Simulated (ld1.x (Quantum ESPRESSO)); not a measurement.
# What the settings do to the TM potential of Mn (Z = 25)

Base potential:

ld1.x (Quantum ESPRESSO) 7.5 input, shortened:

```
&input
   title='Mn', zed=25., rel=1, dft='PZ', iswitch=3,
   config='[Ar] 3d5 4s0 4p0'
 /
 &inputp
   pseudotype=2, tm=.true., lloc=0,
   nlcc=.false.
 /
3
3P  2  1   6.00   0.00  0.95  0.95  0.0
3D  3  2   5.00   0.00  1.55  1.55  0.0
4S  1  0   0.00   0.00  2.35  2.35  0.0
 &test
   configts(1)='3p6 3d5 4s0 4p0'
 /
```

Cutoffs, loose and tight: the cutoffs (Ry, on a coarse ladder) from which the occupation-weighted sum of valence levels, in a spherical-Bessel basis at the reference potential, stays within 10 and 1 mRy of its value at 400 Ry. They do not see the model core or the augmentation charge, which bear on the density cutoff. Test errors are all-electron minus pseudo excitation energies from the reference, over the configurations 3p6 3d5 4s2 4p0; 3p6 3d5 4s1 4p0; 3p6 3d4 4s0 4p0; 3p6 3d3 4s0 4p0; 3p6 3d6 4s1 4p0; 3p6 3d5.5 4s1.5 4p0; 3p6 3d6 4s0 4p0 (two spin-polarised tests are not counted in the largest error). A dash means not determined; rows that change the core or the reference have their own tests. The largest error is taken over the tests solved by every variant that gives reliable tests at all: 3p6 3d3 4s0 4p0; 3p6 3d4 4s0 4p0; 3p6 3d5 4s1 4p0; 3p6 3d6 4s0 4p0; 3p6 3d6 4s1 4p0.

A true bound ghost makes a file unfit for plane-wave use even where its test errors are small: the radial tests pick states by their node count and pass the ghost by.

```tsv
change	outcome	cutoff, loose	cutoff, tight	bound ghosts	largest test error (meV)
base	generated	110 Ry	200 Ry	none	-908
all radii scaled by about 1.19 (s 2.80, p 1.14, d 1.84 bohr)	generated	80 Ry	140 Ry	none	-458
reference 3p6 3d5 4s1.5 4p0	generated	110 Ry	200 Ry	none	-1144
core correction a·sin(br)/r model core inside 0.60 bohr	generated	110 Ry	200 Ry	none	-1012
functional PBEsol	generated	110 Ry	200 Ry	none	-933
wave 3p (bound): rc 0.95 bohr becomes 3p (bound): rc 0.82 bohr	generated	140 Ry	230 Ry	none	-910
wave 3d (bound): rc 1.55 bohr becomes 3d (bound): rc 2.26 bohr	generated	110 Ry	180 Ry	none	+557
wave 4s (bound): rc 2.35 bohr becomes 4s (bound): rc 2.64 bohr	generated	110 Ry	200 Ry	none	-938
core [Ar], valence charge 7; reference 3d5 4s1.5 4p0; waves now 4s (bound): rc 2.20 bohr; 4p (bound): rc 2.70 bohr; 3d (bound): rc 1.75 bohr; local potential the d channel; core correction Bessel-smoothed model core inside 1.30 bohr	generated	80 Ry	120 Ry	s, p	-286
local potential the p channel	generated	110 Ry	200 Ry	s	+104
```

Question: What comes out with this change to the base: all radii scaled by about 1.26 (s 2.96, p 1.20, d 1.96 bohr)?

Answer: outcome: generated; cutoff, loose: 70 Ry; cutoff, tight: 120 Ry; bound ghosts: none; largest test error (meV): -167.
